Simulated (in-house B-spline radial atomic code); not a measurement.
A calculation on neutral molybdenum: its settings, and results tabulated from the run. Method: non-relativistic r2SCAN, spin-polarised, spherical fractional occupations, point nucleus, inside a hard spherical wall at 5.66 bohr. Calculated with a B-spline radial code for spherical atoms.

Command:
```bash
python run_scf.py task.json out
```
Settings:
```
Z                42
configuration    [Ar] 3d9 4s2 4p6 4d5 4f1 5s1
hamiltonian      nr
method           r2scan
spin_polarised   True
wall_radius      5.66
```

Output (hartree, bohr):
```
 radial grid: 45 intervals, B-splines of order 8, outer radius 5.66 bohr

 iter        energy (Eh)    residual
    1       -3968.370994    9.18e-02
    2       -3968.377107    1.87e-03
    3       -3968.377116    8.86e-04
    4       -3968.377118    4.36e-04
    5       -3968.377119    3.63e-05
    6       -3968.377119    9.88e-06
    7       -3968.377119    5.35e-07
    8       -3968.377119    6.09e-08

 total energy                     -3968.37712
 kinetic                            3967.5807
 electron-nucleus                  -9427.4095
 Hartree                            1612.1223
 exchange-correlation               -120.6706

 orbital      occ     eigenvalue          <r>       <r^2>       <1/r>       <r^4>     <1/r^2>       r_max
 1s up      1.000      -712.7872    0.0363115  0.00176492     41.4778 7.90381e-06     3455.39     0.02401
 1s down    1.000      -712.7873    0.0363115  0.00176491     41.4777 7.90345e-06     3455.38     0.02401
 2s up      1.000      -100.4306     0.158592   0.0295782     9.36435  0.00149634     357.195      0.1341
 2s down    1.000      -100.3060     0.158498    0.029543     9.37086  0.00149291     357.673       0.134
 2p up      3.000       -92.4839     0.136067   0.0225627     9.34139  0.00100689     118.516      0.1056
 2p down    3.000       -92.3951     0.135967   0.0225277     9.34709  0.00100371     118.643      0.1056
 3s up      1.000       -17.8335     0.435724    0.217157     3.28672    0.072578     66.4402      0.3919
 3s down    1.000       -17.7298     0.436236    0.217602      3.2795   0.0728017     66.0813      0.3923
 3p up      3.000       -14.7713     0.430226    0.214994     3.19082   0.0748501     21.7304      0.3793
 3p down    3.000       -14.6577      0.43089    0.215574     3.18289    0.075152     21.6108      0.3798
 3d up      5.000        -9.2281     0.406446    0.197663     3.01458   0.0745873     11.4921      0.3199
 3d down    4.000        -9.0835     0.407568    0.198723     3.00703   0.0752358     11.4413      0.3209
 4s up      1.000        -2.5839       1.1107     1.39657     1.21898     2.94603     11.6789      0.9957
 4s down    1.000        -2.4110      1.10449     1.38142      1.2286     2.88043     11.8998      0.9902
 4p up      3.000        -1.6821      1.20848     1.67188     1.10848     4.43261      3.5756       1.054
 4p down    3.000        -1.4987      1.19846     1.64403     1.12019      4.2748     3.65963       1.048
 4d up      5.000        -0.3089      1.65524     3.28648    0.806611     20.2274     1.24142       1.268
 4f up      1.000         0.4732      3.43363     12.6058    0.320778     195.212    0.120039       3.641
 5s up      1.000        -0.1522      2.91418     9.31716    0.430201     114.509      1.5414       2.733
```

Run time, properties included: 0.23 s on 1 thread of Arm Neoverse N1 (shared host).
